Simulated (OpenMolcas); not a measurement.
Computed transition rates of Fe3+

```json
{
  "Program": "OpenMolcas",
  "Method": "MS-RASPT2, IPEA 0.25 Eh, imaginary shift 0.1 Eh (closed shells correlated: 3s)",
  "Basis": "ANO-RCC-VTZP [6s5p3d2f1g]",
  "Scalar Hamiltonian": "DKH2, point nucleus",
  "Active space": "11 electrons in 8 orbitals (RAS1 3p, at most 2 holes; RAS2 3d)",
  "State averaging": "2S+1 = 6 even, 1 root; 2S+1 = 4 even, 24 roots; 2S+1 = 2 even, 58 roots",
  "Spin-orbit coupling": "RASSI with atomic mean-field integrals over the reference wave functions, term energies averaged over their components"
}
```

Rates come from the transition moments of the reference wave functions (E1 and E2 in the length form). At fixed line strength A goes as λ^-3 for E1 and M1 and as λ^-5 for E2, so a rate at the computed wavelength can be rescaled to the measured one. Measured vacuum wavelengths follow from level energies in Corliss and Sugar, J. Phys. Chem. Ref. Data 11, 135 (1982). Branching counts decays inside the model space alone, at computed energies, and the table is only a selection of the E2 and M1 lines, drawn from those between levels with measured partners whose computed energy lies within a factor of 1.5 of the measured one.

| Upper | Lower | Type | λ computed (nm) | λ measured (nm) | A computed (s-1) | A rescaled (s-1) | Branching % |
| --- | --- | --- | --- | --- | --- | --- | --- |
| 3d⁵ ⁴P_5/2 | 3d⁵ ⁶S_5/2 | M1 | 271.3 | 283.7 | 1.63e+00 |  | 100.0 |
| 3d⁵ ⁴P_3/2 | 3d⁵ ⁶S_5/2 | M1 | 270.8 | 283 | 1.07e+00 |  | 100.0 |
| 3d⁵ ²S_1/2 | 3d⁵ ⁴P_3/2 | M1 | 305.9 | 318.6 | 7.90e-01 |  | 80.4 |
| 3d⁵ ²D_5/2(1) [71 %] | 3d⁵ ⁴P_5/2 | M1 | 666.5 | 699.9 | 6.11e-01 |  | 55.5 |
| 3d⁵ ²H_11/2 | 3d⁵ ⁴G_11/2 | M1 | 397.8 | 414.5 | 5.67e-01 |  | 50.5 |
| 3d⁵ ²D_3/2(1) | 3d⁵ ⁴P_3/2 | M1 | 645.5 | 679.4 | 2.95e-01 |  | 59.2 |
| 3d⁵ ⁴F_9/2 | 3d⁵ ⁴G_11/2 | E2 | 473.1 | 490.8 | 2.95e-01 | 2.46e-01 | 36.7 |
| 3d⁵ ²S_1/2 | 3d⁵ ⁴P_1/2 | M1 | 306.7 | 319.4 | 1.64e-01 |  | 16.7 |
| 3d⁵ ⁴F_9/2 | 3d⁵ ⁴G_11/2 | M1 | 473.1 | 490.8 | 1.62e-01 |  | 20.2 |
| 3d⁵ ⁴F_9/2 | 3d⁵ ⁴D_7/2 | M1 | 704.4 | 722.5 | 1.53e-01 |  | 19.1 |
| 3d⁵ ²F_7/2(2) | 3d⁵ ⁴F_9/2 | M1 | 1090 | 1158 | 1.34e-01 |  | 48.6 |
| 3d⁵ ⁴F_7/2 | 3d⁵ ⁴D_7/2 | M1 | 701.6 | 718.6 | 1.29e-01 |  | 15.9 |
| 3d⁵ ²D_5/2(1) [71 %] | 3d⁵ ⁴P_3/2 | M1 | 669.8 | 703.8 | 1.17e-01 |  | 10.6 |
| 3d⁵ ²F_7/2(1) | 3d⁵ ⁴D_7/2 | M1 | 743.7 | 792.7 | 9.33e-02 |  | 11.3 |
| 3d⁵ ²D_3/2(1) | 3d⁵ ⁴P_5/2 | M1 | 642.4 | 675.8 | 8.03e-02 |  | 16.1 |
| 3d⁵ ²D_3/2(1) | 3d⁵ ⁴P_1/2 | M1 | 649.2 | 682.8 | 7.57e-02 |  | 15.2 |
| 3d⁵ ⁴D_1/2 | 3d⁵ ⁴P_1/2 | M1 | 3010 | 2865 | 6.73e-02 |  | 62.2 |
| 3d⁵ ²G_9/2 | 3d⁵ ⁴F_9/2 | M1 | 1828 | 1961 | 6.22e-02 |  | 29.6 |
| 3d⁵ ⁴D_7/2 | 3d⁵ ⁴P_5/2 | M1 | 2935 | 2836 | 4.47e-02 |  | 91.9 |
| 3d⁵ ⁴D_1/2 | 3d⁵ ⁴P_3/2 | M1 | 2933 | 2806 | 4.06e-02 |  | 37.6 |
| 3d⁵ ²G_7/2 | 3d⁵ ²F_7/2(1) | M1 | 1686 | 1663 | 3.59e-02 |  | 34.2 |
| 3d⁵ ²G_9/2 | 3d⁵ ⁴F_7/2 | M1 | 1846 | 1990 | 2.81e-02 |  | 13.3 |
| 3d⁵ ²G_7/2 | 3d⁵ ⁴F_7/2 | M1 | 1952 | 2122 | 1.99e-02 |  | 19.0 |
| 3d⁵ ²G_9/2 | 3d⁵ ²H_9/2 | M1 | 5533 | 6014 | 1.94e-02 |  | 9.2 |
| 3d⁵ ⁴P_1/2 | 3d⁵ ⁴P_3/2 | M1 | 114800 | 136400 | 3.01e-05 | 1.79e-05 | 99.1 |

Spin-changing lines and M1 lines between different terms are not rescaled, since their strength hangs on the term gaps too.

The largest correction is for 3d⁵ ⁴P_1/2 → 3d⁵ ⁴P_3/2 (M1): 3.01e-05 × (114800 / 136400)^3 = 1.79e-05 s-1, a factor of 0.60.

These are rates of the free ion; in crystals, glasses and complexes forced electric-dipole and non-radiative decay shorten such lifetimes by orders of magnitude. No measured rate stands beside these. Rescaling mends the energy factor alone: line strengths can still be far off where a level mixes with configurations outside the active space, and weak or spin-changing lines hang on small mixing coefficients that depend on the term gaps too, so rescaling need not improve them.

CASPT2 breaks the degeneracy within a term, and the mean is taken; among the terms shown or strongly mixed into the levels shown the widest spread is 730 cm-1 (3d⁵ ⁴F). Active for correlation alone: 3p; no level in the range computed is led by a configuration that opens it, so any true level of that kind is missing. Computed and measured levels are paired by configuration, term and J; levels that our copy of the source lacks, or whose pairing is in doubt (as where it misses far off the trend of its configuration), stay unpaired. Only configurations of the active space appear.

A share in square brackets marks a mixed level and gives the weight of the term that names it. A number in round brackets counts repeated terms of one configuration in the order of the reference energies.
